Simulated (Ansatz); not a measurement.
**Nudged elastic band run: FH$_{9}$OSi$_{2}$**

Input file:

```yaml
crystal:
  periodic: [false, false, false]
  atoms:
    - { symbol: Si, position_ang: [-0.424515, -1.056186, 1.189029] }
    - { symbol: H, position_ang: [1.027847, -0.684238, 1.342036] }
    - { symbol: H, position_ang: [-0.511831, -2.441903, 0.634171] }
    - { symbol: H, position_ang: [-0.981498, -1.082958, 2.589374] }
    - { symbol: Si, position_ang: [-1.560998, 0.537865, -0.116424] }
    - { symbol: H, position_ang: [1.232888, -0.274001, -1.406845] }
    - { symbol: F, position_ang: [0.513342, -0.917072, -1.574214] }
    - { symbol: H, position_ang: [1.582385, 1.629737, -0.729134] }
    - { symbol: O, position_ang: [2.216403, 0.888695, -0.836535] }
    - { symbol: H, position_ang: [-2.617072, 1.226908, 0.709141] }
    - { symbol: H, position_ang: [-0.626321, 1.632508, -0.564918] }
    - { symbol: H, position_ang: [-2.227134, -0.049481, -1.31922] }
    - { symbol: H, position_ang: [2.376502, 0.590227, 0.083738] }
magnetization:
  spin_polarized: true
basis:
  gaussian: { orbitals: "6-31G*" }
hamiltonian:
  xc: revpbe
  dispersion: d4
neb:
  order_check: false
  images: 9
  f_tol: 0.05
  max_iterations: 60
  final_atoms:
    - { symbol: Si, position_ang: [-0.59823879, -1.40582058, 0.38429279] }
    - { symbol: H, position_ang: [2.43195856, 1.67159573, 1.75487438] }
    - { symbol: H, position_ang: [-1.63856458, -2.37217168, 0.88677595] }
    - { symbol: H, position_ang: [0.40635225, -1.20638602, 1.48668661] }
    - { symbol: Si, position_ang: [-1.56083254, 0.62468695, -0.30746903] }
    - { symbol: H, position_ang: [1.21778337, -0.60155799, -1.57319686] }
    - { symbol: F, position_ang: [0.16292725, -2.19998432, -0.85682589] }
    - { symbol: H, position_ang: [1.75744302, 1.65495153, 1.43186118] }
    - { symbol: O, position_ang: [1.24516982, 0.31888519, -1.23738797] }
    - { symbol: H, position_ang: [-2.97270291, 0.69300815, 0.22160548] }
    - { symbol: H, position_ang: [-0.82219404, 1.80708941, 0.24030811] }
    - { symbol: H, position_ang: [-1.63928678, 0.69639475, -1.80271188] }
    - { symbol: H, position_ang: [2.01018337, 0.31940988, -0.62861386] }
  initial_path:
    images:
      - { positions_ang: [[-0.424515, -1.056186, 1.189029], [1.027847, -0.684238, 1.342036], [-0.511831, -2.441903, 0.634171], [-0.981498, -1.082958, 2.589374], [-1.560998, 0.537865, -0.116424], [1.232888, -0.274001, -1.406845], [0.513342, -0.917072, -1.574214], [1.582385, 1.629737, -0.729134], [2.216403, 0.888695, -0.836535], [-2.617072, 1.226908, 0.709141], [-0.626321, 1.632508, -0.564918], [-2.227134, -0.049481, -1.31922], [2.376502, 0.590227, 0.083738]] }
      - { positions_ang: [[-0.42557933, -0.99608066, 1.09647064], [1.06052161, -0.52400815, 1.28780804], [-0.44144363, -2.3877225, 0.61249781], [-0.91865187, -1.01508608, 2.51205579], [-1.66210651, 0.54630269, -0.13276104], [1.28029971, -0.22588937, -1.35008615], [0.50184504, -0.86926596, -1.47345945], [1.64690444, 1.38810258, -0.48958385], [2.26771638, 0.83084391, -0.80231292], [-2.72204985, 1.14488309, 0.7215541], [-0.81296518, 1.68388514, -0.57643501], [-2.3195315, -0.04796095, -1.32941759], [2.5450387, 0.47209727, -0.07613139]] }
      - { positions_ang: [[-0.42664366, -0.93597532, 1.00391228], [1.09319623, -0.36377829, 1.23358008], [-0.37105626, -2.33354201, 0.59082462], [-0.85580574, -0.94721416, 2.43473758], [-1.76321502, 0.55474037, -0.14909807], [1.32771141, -0.17777774, -1.29332729], [0.49034808, -0.82145993, -1.37270491], [1.71142387, 1.14646815, -0.25003369], [2.31902975, 0.77299281, -0.76809083], [-2.8270277, 1.06285817, 0.7339672], [-0.99960936, 1.73526229, -0.58795202], [-2.41192901, -0.04644089, -1.33961518], [2.7135754, 0.35396754, -0.23600077]] }
      - { positions_ang: [[-0.42770799, -0.87586998, 0.91135392], [1.12587084, -0.20354844, 1.17935212], [-0.3006689, -2.27936151, 0.56915143], [-0.7929596, -0.87934224, 2.35741938], [-1.86432353, 0.56317806, -0.16543511], [1.37512312, -0.12966611, -1.23656844], [0.47885113, -0.77365389, -1.27195036], [1.77594331, 0.90483373, -0.01048354], [2.37034313, 0.71514172, -0.73386875], [-2.93200555, 0.98083326, 0.74638029], [-1.18625354, 1.78663943, -0.59946903], [-2.50432651, -0.04492084, -1.34981277], [2.88211209, 0.23583781, -0.39587016]] }
      - { positions_ang: [[-0.42877232, -0.81576464, 0.81879557], [1.15854545, -0.04331859, 1.12512416], [-0.23028153, -2.22518101, 0.54747824], [-0.73011347, -0.81147033, 2.28010117], [-1.96543205, 0.57161575, -0.18177215], [1.42253483, -0.08155448, -1.17980959], [0.46735417, -0.72584785, -1.17119581], [1.84046274, 0.66319931, 0.22906661], [2.42165651, 0.65729063, -0.69964666], [-3.0369834, 0.89880834, 0.75879339], [-1.37289771, 1.83801658, -0.61098604], [-2.59672402, -0.04340078, -1.36001036], [3.05064879, 0.11770808, -0.55573954]] }
      - { positions_ang: [[-0.42983665, -0.7556593, 0.72623721], [1.19122007, 0.11691127, 1.0708962], [-0.15989416, -2.17100051, 0.52580505], [-0.66726734, -0.74359841, 2.20278296], [-2.06654056, 0.58005343, -0.19810918], [1.46994654, -0.03344285, -1.12305074], [0.45585721, -0.67804181, -1.07044127], [1.90498218, 0.42156488, 0.46861677], [2.47296988, 0.59943953, -0.66542458], [-3.14196125, 0.81678343, 0.77120649], [-1.55954189, 1.88939372, -0.62250304], [-2.68912152, -0.04188073, -1.37020795], [3.21918549, -0.00042164, -0.71560893]] }
      - { positions_ang: [[-0.46351708, -0.88569156, 0.65784832], [1.43936777, 0.42784816, 1.20769184], [-0.45562824, -2.21123475, 0.59799923], [-0.45254342, -0.83615593, 2.05956369], [-1.96539895, 0.58898014, -0.21998115], [1.4195139, -0.14706588, -1.21307996], [0.39727122, -0.98243032, -1.02771819], [1.87547434, 0.66824221, 0.66126565], [2.22740987, 0.54332866, -0.77981726], [-3.10810958, 0.79202837, 0.66128629], [-1.41207232, 1.87293286, -0.44994081], [-2.47915457, 0.10577437, -1.45670873], [2.97738507, 0.06354466, -0.69820991]] }
      - { positions_ang: [[-0.4971975, -1.01572381, 0.58945944], [1.68751547, 0.73878505, 1.34448747], [-0.75136233, -2.25146898, 0.67019341], [-0.2378195, -0.92871345, 1.91634442], [-1.86425735, 0.59790684, -0.24185312], [1.36908127, -0.26068891, -1.30310919], [0.33868522, -1.28681882, -0.98499511], [1.84596651, 0.91491954, 0.85391453], [1.98184986, 0.4872178, -0.89420993], [-3.07425791, 0.76727332, 0.55136609], [-1.26460275, 1.856472, -0.27737858], [-2.26918763, 0.25342946, -1.54320952], [2.73558464, 0.12751096, -0.6808109]] }
      - { positions_ang: [[-0.53087793, -1.14575607, 0.52107055], [1.93566316, 1.04972195, 1.48128311], [-1.04709641, -2.29170322, 0.74238759], [-0.02309559, -1.02127097, 1.77312515], [-1.76311575, 0.60683354, -0.26372509], [1.31864863, -0.37431193, -1.39313841], [0.28009923, -1.59120732, -0.94227204], [1.81645868, 1.16159687, 1.04656342], [1.73628984, 0.43110693, -1.00860261], [-3.04040624, 0.74251826, 0.44144589], [-1.11713318, 1.84001114, -0.10481635], [-2.05922068, 0.40108456, -1.62971031], [2.49378422, 0.19147727, -0.66341188]] }
      - { positions_ang: [[-0.56455836, -1.27578832, 0.45268167], [2.18381086, 1.36065884, 1.61807874], [-1.34283049, -2.33193745, 0.81458177], [0.19162833, -1.1138285, 1.62990588], [-1.66197415, 0.61576025, -0.28559706], [1.268216, -0.48793496, -1.48316764], [0.22151324, -1.89559582, -0.89954896], [1.78695085, 1.4082742, 1.2392123], [1.49072983, 0.37499606, -1.12299529], [-3.00655457, 0.71776321, 0.33152568], [-0.96966361, 1.82355027, 0.06774588], [-1.84925373, 0.54873965, -1.71621109], [2.2519838, 0.25544357, -0.64601287]] }
      - { positions_ang: [[-0.59823879, -1.40582058, 0.38429279], [2.43195856, 1.67159573, 1.75487438], [-1.63856458, -2.37217168, 0.88677595], [0.40635225, -1.20638602, 1.48668661], [-1.56083254, 0.62468695, -0.30746903], [1.21778337, -0.60155799, -1.57319686], [0.16292725, -2.19998432, -0.85682589], [1.75744302, 1.65495153, 1.43186118], [1.24516982, 0.31888519, -1.23738797], [-2.97270291, 0.69300815, 0.22160548], [-0.82219404, 1.80708941, 0.24030811], [-1.63928678, 0.69639475, -1.80271188], [2.01018337, 0.31940988, -0.62861386]] }
```

Launched with:

```bash
$ ansatz run input.yaml --threads 2 --pin off --max-ram 3072MiB --backend cpu --events-out ev --progress --plain --runs-dir out
```

Output, in part (warnings, iteration lines, the closing report on the highest movable image, with atoms numbered from 0):

```
NEB end point (image 0): max|allowed force component| = 1.898e-2 eV/Å (the criterion of neb.relax_end_points is 1.000e-2)
NEB end point (image 10): max|allowed force component| = 1.432e-2 eV/Å (the criterion of neb.relax_end_points is 1.000e-2)
NEB iter   1: max|band force component| = 2.805e1 eV/Å  barrier→ = 4.3759 eV  barrier← = 5.1489 eV  Δτ_max = 0.2000 Å  (303 SCF iters)
NEB iter   2: max|band force component| = 2.669e0 eV/Å  barrier→ = 1.3599 eV  barrier← = 2.1328 eV  Δτ_max = 0.2000 Å  (281 SCF iters)
NEB iter   3: max|band force component| = 1.479e0 eV/Å  barrier→ = 1.4342 eV  barrier← = 2.2071 eV  Δτ_max = 0.2000 Å  (261 SCF iters)
NEB iter   4: max|band force component| = 2.253e0 eV/Å  barrier→ = 1.4860 eV  barrier← = 2.2589 eV  Δτ_max = 0.1024 Å  (265 SCF iters)
NEB iter   5: max|band force component| = 1.621e0 eV/Å  barrier→ = 1.2669 eV  barrier← = 2.0399 eV  Δτ_max = 0.1003 Å  (252 SCF iters)
NEB iter   6: max|band force component| = 1.486e0 eV/Å  barrier→ = 0.8718 eV  barrier← = 1.6447 eV  Δτ_max = 0.1002 Å  (252 SCF iters)
NEB iter   7: max|band force component| = 1.126e0 eV/Å  barrier→ = 0.7154 eV  barrier← = 1.4884 eV  Δτ_max = 0.0993 Å  (245 SCF iters)
NEB iter   8: max|band force component| = 5.303e-1 eV/Å  barrier→ = 0.6350 eV  barrier← = 1.4079 eV  Δτ_max = 0.0893 Å  (245 SCF iters)
NEB iter   9: max|band force component| = 4.988e-1 eV/Å  barrier→ = 0.6038 eV  barrier← = 1.3767 eV  CI = image 4  Δτ_max = 0.1996 Å  (243 SCF iters)
NEB iter  10: max|band force component| = 1.037e0 eV/Å  barrier→ = 0.9414 eV  barrier← = 1.7144 eV  CI = image 4  Δτ_max = 0.1026 Å  (249 SCF iters)
NEB iter  11: max|band force component| = 8.812e-1 eV/Å  barrier→ = 1.0789 eV  barrier← = 1.8518 eV  CI = image 4  Δτ_max = 0.1009 Å  (240 SCF iters)
NEB iter  12: max|band force component| = 8.018e-1 eV/Å  barrier→ = 1.1517 eV  barrier← = 1.9247 eV  CI = image 4  Δτ_max = 0.2000 Å  (248 SCF iters)
NEB iter  13: max|band force component| = 4.763e-1 eV/Å  barrier→ = 1.2196 eV  barrier← = 1.9925 eV  CI = image 4  Δτ_max = 0.1978 Å  (244 SCF iters)
NEB iter  14: max|band force component| = 3.745e-1 eV/Å  barrier→ = 1.1998 eV  barrier← = 1.9728 eV  CI = image 4  Δτ_max = 0.0998 Å  (241 SCF iters)
NEB iter  15: max|band force component| = 2.751e-1 eV/Å  barrier→ = 1.1990 eV  barrier← = 1.9719 eV  CI = image 4  Δτ_max = 0.0597 Å  (240 SCF iters)
NEB iter  16: max|band force component| = 2.448e-1 eV/Å  barrier→ = 1.1963 eV  barrier← = 1.9692 eV  CI = image 4  Δτ_max = 0.0636 Å  (231 SCF iters)
NEB iter  17: max|band force component| = 1.242e-1 eV/Å  barrier→ = 1.1887 eV  barrier← = 1.9616 eV  CI = image 4  Δτ_max = 0.0617 Å  (240 SCF iters)
NEB iter  18: max|band force component| = 1.675e-1 eV/Å  barrier→ = 1.1845 eV  barrier← = 1.9574 eV  CI = image 4  Δτ_max = 0.0308 Å  (242 SCF iters)
NEB iter  19: max|band force component| = 1.285e-1 eV/Å  barrier→ = 1.1807 eV  barrier← = 1.9536 eV  CI = image 4  Δτ_max = 0.0308 Å  (234 SCF iters)
NEB iter  20: max|band force component| = 1.215e-1 eV/Å  barrier→ = 1.1773 eV  barrier← = 1.9502 eV  CI = image 4  Δτ_max = 0.0309 Å  (243 SCF iters)
NEB iter  21: max|band force component| = 9.690e-2 eV/Å  barrier→ = 1.1735 eV  barrier← = 1.9465 eV  CI = image 4  Δτ_max = 0.0308 Å  (235 SCF iters)
NEB iter  22: max|band force component| = 9.813e-2 eV/Å  barrier→ = 1.1700 eV  barrier← = 1.9429 eV  CI = image 4  Δτ_max = 0.0308 Å  (241 SCF iters)
NEB iter  23: max|band force component| = 9.128e-2 eV/Å  barrier→ = 1.1666 eV  barrier← = 1.9395 eV  CI = image 4  Δτ_max = 0.0614 Å  (237 SCF iters)
NEB iter  24: max|band force component| = 8.339e-2 eV/Å  barrier→ = 1.1601 eV  barrier← = 1.9330 eV  CI = image 4  Δτ_max = 0.0615 Å  (233 SCF iters)
NEB iter  25: max|band force component| = 9.598e-2 eV/Å  barrier→ = 1.1542 eV  barrier← = 1.9271 eV  CI = image 4  Δτ_max = 0.0308 Å  (237 SCF iters)
NEB iter  26: max|band force component| = 9.972e-2 eV/Å  barrier→ = 1.1514 eV  barrier← = 1.9243 eV  CI = image 4  Δτ_max = 0.0154 Å  (231 SCF iters)
NEB iter  27: max|band force component| = 7.969e-2 eV/Å  barrier→ = 1.1501 eV  barrier← = 1.9231 eV  CI = image 4  Δτ_max = 0.0154 Å  (220 SCF iters)
NEB iter  28: max|band force component| = 7.412e-2 eV/Å  barrier→ = 1.1489 eV  barrier← = 1.9218 eV  CI = image 4  Δτ_max = 0.0154 Å  (218 SCF iters)
NEB iter  29: max|band force component| = 7.348e-2 eV/Å  barrier→ = 1.1477 eV  barrier← = 1.9206 eV  CI = image 4  Δτ_max = 0.0307 Å  (216 SCF iters)
NEB iter  30: max|band force component| = 7.079e-2 eV/Å  barrier→ = 1.1454 eV  barrier← = 1.9183 eV  CI = image 4  Δτ_max = 0.0614 Å  (225 SCF iters)
NEB iter  31: max|band force component| = 7.067e-2 eV/Å  barrier→ = 1.1412 eV  barrier← = 1.9141 eV  CI = image 4  Δτ_max = 0.0614 Å  (226 SCF iters)
NEB iter  32: max|band force component| = 7.555e-2 eV/Å  barrier→ = 1.1377 eV  barrier← = 1.9106 eV  CI = image 4  Δτ_max = 0.0308 Å  (229 SCF iters)
NEB iter  33: max|band force component| = 5.210e-2 eV/Å  barrier→ = 1.1363 eV  barrier← = 1.9092 eV  CI = image 4  Δτ_max = 0.0308 Å  (230 SCF iters)
NEB iter  34: max|band force component| = 4.676e-2 eV/Å  barrier→ = 1.1351 eV  barrier← = 1.9080 eV  CI = image 4  Δτ_max = 0.0000 Å  (492 SCF iters)
Total energy: -20658.63528184 eV, -759.1908436817 hartree
Atom 0 at    -0.316955    -0.803371     0.710176 Å, force    -0.012081    -0.008093     0.045772 eV/Å
Atom 1 at     1.137723    -0.068753     1.105274 Å, force     0.004879     0.002044    -0.006040 eV/Å
Atom 2 at    -0.326825    -2.302118     0.630026 Å, force     0.002438     0.001833    -0.002107 eV/Å
Atom 3 at    -0.536942    -0.628258     2.217892 Å, force    -0.007256     0.003674    -0.007957 eV/Å
Atom 4 at    -1.992595     0.566461    -0.201222 Å, force     0.006182     0.004219     0.011813 eV/Å
Atom 5 at     1.500588     0.076508    -1.129793 Å, force     0.024718     0.004300     0.005100 eV/Å
Atom 6 at     0.423253    -0.770126    -1.046196 Å, force     0.002826     0.009737    -0.046316 eV/Å
Atom 7 at     1.769204     0.349402     0.403336 Å, force    -0.018083    -0.013729     0.030782 eV/Å
Atom 8 at     2.272428     0.674672    -0.671754 Å, force     0.008414     0.013042    -0.024074 eV/Å
Atom 9 at    -3.151442     0.807557     0.727711 Å, force    -0.003840     0.005441    -0.001498 eV/Å
Atom 10 at    -1.360320     1.902054    -0.495152 Å, force    -0.003343    -0.006709    -0.004203 eV/Å
Atom 11 at    -2.517533     0.049321    -1.509103 Å, force    -0.000223    -0.008505     0.002587 eV/Å
Atom 12 at     3.099415     0.146750    -0.740996 Å, force    -0.004630    -0.007255    -0.003860 eV/Å
Dipole moment:     0.780822    -0.014869    -0.111686 e Å
```

It converged. Neighbouring images differ by up to 1.3 eV, so the band resolves the path poorly. A vibrational analysis at the climbing image gives one clearly imaginary mode, 899i cm⁻¹: a first-order saddle point. The orbitals stay closed-shell, which can raise the energy where a bond breaks towards radicals; this wasn't checked here.

Final band (atoms are numbered from 1 in the order of the input):

| image | path coordinate (Å) | energy (eV) | Si1–H2 (Å) | H6–F7 (Å) | H8–O9 (Å) |
| --- | --- | --- | --- | --- | --- |
| 0 | 0.00 | 0.00 | 1.51 | 0.98 | 0.98 |
| 1 | 0.91 | 0.02 | 1.51 | 0.98 | 0.98 |
| 2 | 1.83 | 0.04 | 1.51 | 0.98 | 0.98 |
| 3 | 2.74 | 0.16 | 1.51 | 0.99 | 0.99 |
| 4 | 3.66 | 1.14 | 1.68 | 1.37 | 1.23 |
| 5 | 4.91 | -0.14 | 2.54 | 1.79 | 1.98 |
| 6 | 6.17 | -0.64 | 3.38 | 1.98 | 2.35 |
| 7 | 7.42 | -0.71 | 3.80 | 1.96 | 2.46 |
| 8 | 8.68 | -0.76 | 3.80 | 1.95 | 2.71 |
| 9 | 9.93 | -0.77 | 4.42 | 1.98 | 3.27 |
| 10 | 11.19 | -0.77 | 4.53 | 2.04 | 3.03 |

Run time: 15 min on 2 threads of Arm Neoverse V1, with other jobs on the host, peak memory 0.18 GiB.
